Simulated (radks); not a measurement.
Results of a calculation; reference values are marked as such.
Task: The copper ion Cu+, 28 electrons, occupied as [Ar] 3d10. Code: a radial shooting solver on a logarithmic mesh with Libxc functionals. Model: Dirac Kohn-Sham, RPBE, spin-unpolarised, spherical densities, finite nucleus; Fermi nuclear charge, rms radius 3.8823 fm. Some entries of the table are withheld. Estimate them.

orbital  occ.  eigenvalue (Ry)  r(max) (bohr)  <r> (bohr)
1s1/2       2        -651.0795        0.03410     0.05212
2s1/2       2        -78.68605         0.1966      0.2349
2p1/2       2        -68.98624            (1)      0.2041
2p3/2       4        -67.47988            (2)      0.2074
3s1/2       2         -9.06272         0.6138      0.7125
3p1/2       2              (3)            (4)         (5)
3p3/2       4              (6)            (7)         (8)
3d3/2       4         -1.00680         0.6029         (9)
3d5/2       6         -0.98675         0.6060        (10)

Result: 
(1) 2p1/2 r(max) (bohr): 0.1564
(2) 2p3/2 r(max) (bohr): 0.1591
(3) 3p1/2 eigenvalue (Ry): -6.05934
(4) 3p1/2 r(max) (bohr): 0.6149
(5) 3p1/2 <r> (bohr): 0.7433
(6) 3p3/2 eigenvalue (Ry): -5.87070
(7) 3p3/2 r(max) (bohr): 0.6230
(8) 3p3/2 <r> (bohr): 0.7541
(9) 3d3/2 <r> (bohr): 1.009
(10) 3d5/2 <r> (bohr): 1.019
